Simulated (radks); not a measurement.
Problem. Charge is removed step by step from the 4f5/2 level of Eu3+, starting from [Xe] 4f(5/2: 6, 7/2: 0). Level of theory: Dirac Kohn-Sham, PBE, spin-unpolarised, spherical densities, point nucleus (a radial shooting solver on a logarithmic mesh with Libxc functionals). At the starting occupation the eigenvalue is -33.240 eV. Estimate the energy to remove one whole electron from this level, the eigenvalue at the end, and how far E(n) bends from a straight line.

Solution. Delta-SCF 42.899 eV; final eigenvalue -52.961 eV; the deviation from the straight line is -2.466 eV at 0.5 electron removed, the largest on the grid computed. Slater's transition state (half an electron removed) gives 42.799 eV. Integrating minus the eigenvalue over the occupation (Janak's theorem) gives 42.899 eV. The mean slope of the eigenvalue, de/dn, is 19.7 eV per electron. Ionisation energy of Eu3+ in the NIST Atomic Spectra Database: 42.9 eV (semi-empirical).

Beside tabulated values, note that spin-unpolarised runs miss the spin-polarisation part of the exchange energy of open shells.
